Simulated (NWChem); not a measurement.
System: CH7NOSi; SMILES [SiH](N)(C)O

Here is an NWChem input.

```
start job
memory heap 200 mb stack 900 mb global 1100 mb
geometry units angstroms noautosym nocenter noautoz
  Si     0.093578     0.084986    -0.347284
  C      0.339872    -1.702103     0.184783
  N     -1.491200     0.545664     0.184141
  O      1.226779     1.135725     0.287620
  H      0.331970     0.220474    -1.808849
  H     -0.354859    -2.372167    -0.337266
  H      0.186458    -1.834155     1.262713
  H      1.357199    -2.034689    -0.050265
  H     -1.922900     1.401492    -0.143479
  H     -2.188120    -0.165746     0.366486
  H      1.101250     1.327481     1.228566
end
basis spherical
  * library 6-311g**
end
dft
  xc xpbe96 cpbe96
  iterations 150
end
tddft
  cis
  ecut -17.5
  nroots 6
  notriplet
end
task tddft energy
```

The geometry was optimised at B3LYP/6-31G* (spherical d).

Core excitations by TDA in a window of 1s orbitals, non-relativistic and unshifted: absolute energies depend strongly on the exact-exchange share.

Question: What results follow from this input? (PBE/6-311G** (spherical d), restricted-window TDA.) Quantities: first 1s excitation (eV); dipole oscillator strength of the first; first state with f > 0.002 (eV); dipole oscillator strength of that state.

Answer: The first 1s excitation (eV) is 509.9 and the dipole oscillator strength of the first comes out as 0.0026. The first state with f > 0.002 (eV) is 509.9. The dipole oscillator strength of that state is 0.0026.
